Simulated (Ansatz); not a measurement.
Mulliken charges of C3H3F3O (`O=CCC(F)(F)F`) from r2SCAN/def2-TZVPP in Ansatz (PBE0-D4/def2-TZVP geometry).

```tsv
atom	x (Å)	y (Å)	z (Å)	charge (e)
O1	-1.140	-1.717	0.304	-0.257
C2	-0.348	-1.070	0.924	0.139
C3	0.332	0.183	0.435	-0.035
C4	-0.044	0.630	-0.955	0.502
F5	0.626	1.752	-1.269	-0.179
F6	-1.345	0.906	-1.058	-0.167
F7	0.262	-0.284	-1.876	-0.167
H8	-0.044	-1.362	1.951	0.037
H9	1.415	0.029	0.472	0.063
H10	0.112	0.995	1.135	0.063
```

Task: By hand: the dipole of these point charges (1 e Å = 4.8032 D).

Result: Σ q r = (0.374, 0.199, 0.446) e Å, of length 0.615 e Å = 2.95 D.

Task: How does the dipole of the full density compare? (Estimate.)

Result: Ansatz gave: (0.429, 0.175, 0.589) e Å, 3.60 D; the point charges give 0.82 times that, at 7° from its direction.

Point charges leave out the atoms' own dipoles, such as those of lone pairs, and Mulliken's split depends on the basis, so the two needn't agree.
